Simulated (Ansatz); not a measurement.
Basis-set series for C₃H₁₃GaO₂Si. Charge 0, multiplicity 1. The bonds changed during the relaxation, so this is another structure than the one it started from. The geometry is a stationary point of PBE0-D4/def2-TZVP. It is one conformer, not always the lowest.

```json
{"atom": "C1", "x (Å)": "1.7096", "y (Å)": "0.8303", "z (Å)": "-1.1599"}
{"atom": "O2", "x (Å)": "0.7812", "y (Å)": "0.5816", "z (Å)": "-0.1397"}
{"atom": "Ga3", "x (Å)": "-0.3501", "y (Å)": "-0.9495", "z (Å)": "0.1763"}
{"atom": "C4", "x (Å)": "-1.4892", "y (Å)": "-1.3027", "z (Å)": "-1.3835"}
{"atom": "C5", "x (Å)": "0.4650", "y (Å)": "-2.1554", "z (Å)": "1.4881"}
{"atom": "O6", "x (Å)": "-1.0933", "y (Å)": "0.6435", "z (Å)": "1.1536"}
{"atom": "Si7", "x (Å)": "-0.2116", "y (Å)": "2.0617", "z (Å)": "0.5922"}
{"atom": "H8", "x (Å)": "1.2198", "y (Å)": "0.9460", "z (Å)": "-2.1333"}
{"atom": "H9", "x (Å)": "2.4328", "y (Å)": "0.0124", "z (Å)": "-1.2190"}
{"atom": "H10", "x (Å)": "2.2564", "y (Å)": "1.7528", "z (Å)": "-0.9374"}
{"atom": "H11", "x (Å)": "-2.3709", "y (Å)": "-1.8863", "z (Å)": "-1.1092"}
{"atom": "H12", "x (Å)": "-0.9455", "y (Å)": "-1.8704", "z (Å)": "-2.1428"}
{"atom": "H13", "x (Å)": "-1.8216", "y (Å)": "-0.3648", "z (Å)": "-1.8325"}
{"atom": "H14", "x (Å)": "-0.2869", "y (Å)": "-2.7773", "z (Å)": "1.9791"}
{"atom": "H15", "x (Å)": "0.9908", "y (Å)": "-1.5780", "z (Å)": "2.2503"}
{"atom": "H16", "x (Å)": "1.1829", "y (Å)": "-2.8256", "z (Å)": "1.0093"}
{"atom": "H17", "x (Å)": "-1.8925", "y (Å)": "0.8315", "z (Å)": "1.6467"}
{"atom": "H18", "x (Å)": "-1.1856", "y (Å)": "2.9540", "z (Å)": "1.3492"}
{"atom": "H19", "x (Å)": "1.0619", "y (Å)": "2.5350", "z (Å)": "1.2057"}
{"atom": "H20", "x (Å)": "-0.4534", "y (Å)": "2.5612", "z (Å)": "-0.7932"}
```

```csv
functional,basis,functions,energy (Eh),HOMO (eV),LUMO (eV)
PBE0-D4,def2-SVP,185,-2485.79790,-7.32,0.63
PBE0-D4,def2-QZVPP,834,-2486.53398,-7.44,-0.14
ωB97M-V,def2-SVP,185,-2486.20857,-9.54,2.25
ωB97M-V,def2-QZVPP,834,-2486.95486,-9.70,0.95
```

(1) Give the rows for def2-TZVPP. (Best estimate.)

Answers

(1) Computed: 
```tsv
functional	basis	functions	energy (Eh)	HOMO (eV)	LUMO (eV)
PBE0-D4	def2-TZVPP	427	-2486.46500	-7.43	0.17
ωB97M-V	def2-TZVPP	427	-2486.88869	-9.69	1.62
```

Positive LUMOs are unbound and depend on the basis. Scalar relativity is left out up to krypton.
